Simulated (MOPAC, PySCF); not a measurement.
[Nb(=O)(SH)3], neutral singlet in the gas phase. 

Cartesian coordinates (Å):
```xyz
8

Nb     0.0054    -0.1245    -0.1800
O      1.2905     0.8269     0.4016
S     -1.9787     1.2126    -0.3188
H     -1.4071     2.3130     0.2358
S     -0.2280    -1.8669     1.4400
H     -1.2703    -2.4503     0.7859
S      0.5802    -1.0063    -2.3327
H      1.8302    -0.4746    -2.3334
```
Charge 0, multiplicity 1.

All levels are single points at this geometry (TPSS-D3(BJ)/def2-SVP); Pople sets use spherical d functions. Orbital energies aren't observables, and empty levels follow the basis.

```csv
level,HOMO (eV),LUMO (eV),gap (eV),dipole (D),"vertical IE, Delta-SCF (eV)"
B3LYP-D3(BJ)/def2-TZVP in PySCF,-7.36,-2.87,4.49,1.03,–
TPSSh-D3(BJ)/def2-TZVP in PySCF,-7.01,-3.07,3.94,0.95,–
B3LYP/6-31G* (LANL2DZ on Nb) in PySCF,-7.34,-3.11,4.23,0.68,9.24
B3LYP/LANL2DZ in PySCF,-7.59,-3.38,4.21,0.74,–
M06-2X/6-31G* (LANL2DZ on Nb) in PySCF,-8.65,-2.24,6.42,0.65,–
PBE/6-31G* (LANL2DZ on Nb) in PySCF,-6.48,-3.57,2.91,0.61,9.00
SVWN5/6-31G* (LANL2DZ on Nb) in PySCF,-6.59,-3.69,2.90,0.68,9.16
PM6 in MOPAC,-8.76,-1.15,7.62,0.87,–
PM7 in MOPAC,-9.32,-1.16,8.16,0.58,–
```
